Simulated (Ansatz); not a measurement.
# ClH3Si3+: structure from calculated spectroscopic constants

These gas-phase data were calculated for one isomer of ClH3Si3+ at PBE0-D3(BJ)/def2-SVP (harmonic, unscaled wavenumbers; equilibrium rotational constants with average atomic masses):

* rotational constants: 4.873, 1.532, 1.303 GHz
* all wavenumbers above 1500 cm⁻¹: 2257, 2241, 2238

Candidates:

(1) the doublet with the links of `Cl[SiH]1[SiH][SiH+]1`
(2) the doublet with the links of `Cl[Si]1[SiH+][SiH2]1`

Task: Assign the data to one candidate and say why. Where the bands don't settle it, estimate the moments of inertia from typical bond lengths.

Result: Candidate (1). The rotational constants decide: (2) would give 5.297, 1.414, 1.132 GHz.

The same quantities for all candidates:

```tsv
	rotational constants (GHz)	wavenumbers above 1500 cm⁻¹	E above the lowest, PBE0-D3(BJ)/def2-SVP (kcal/mol)
(1)	4.873, 1.532, 1.303	2257, 2241, 2238	3.8
(2)	5.297, 1.414, 1.132	2267, 2245, 2237	0.0
```

Harmonic stretches to hydrogen usually lie a few per cent above observed fundamentals. Open shells are spin-unrestricted. Programs: Ansatz 0.2.0.
